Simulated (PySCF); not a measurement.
## How ionic is MHg along the alkali metals?

r²SCAN in PySCF with def2-SVP on every atom (core potentials on Rb, Cs, Hg), for the lowest determinant that a PBE0 search found; no spin–orbit coupling. A negative dipole means M(+)Hg(−).

```csv
M,state (unpaired electrons),Re (Å),μ (D)
Li,doublet (σ ↑),3.109,-0.49
Na,doublet (σ ↑),3.452,-0.45
K,doublet (σ ↑),3.955,-0.41
Rb,doublet (σ ↑),4.117,-0.34
Cs,doublet (σ ↑),4.336,-0.29
```

Give the ionic character |μ|/(e·Re) of each, with 1 e·Å = 4.803 D, and the positive end.

LiHg 3 % (Li positive), NaHg 3 % (Na positive), KHg 2 % (K positive), RbHg 2 % (Rb positive), CsHg 1 % (Cs positive). Lone pairs and polarisation enter μ too, so this number is only a rough measure of charge transfer.

Spin–orbit coupling is left out. States were picked by a PBE0 search and need not be the measured ground states.
